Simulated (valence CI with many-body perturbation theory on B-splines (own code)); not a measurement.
Which ion has this spectrum?

A relativistic CI+MBPT calculation for an atom or ion with 15 electrons gives these levels (cm⁻¹):

```
  J  Parity        E     g
3/2     odd        0  1.40
3/2     odd   573437  1.44
5/2     odd   639293  1.19
1/2     odd   720420  0.66
3/2    even  1223233  0.79
3/2     odd  1302785  1.28
5/2    even  1361581  1.39
5/2    even  1502183  1.29
1/2    even  1597450  2.21
3/2    even  1606138  1.16
5/2    even  1794373  0.96
3/2    even  1800965  0.93
1/2    even  1806176  0.23
7/2    even  1856895  1.07
```

The energies are calculated, and their last digits are not significant.

Question: Which is it?
A. Xe39+
B. Cs40+
C. Sb36+
D. Ba41+

Answer: A. Xe39+, ground level (3s^2 3p1/2^2 3p3/2) J=3/2.
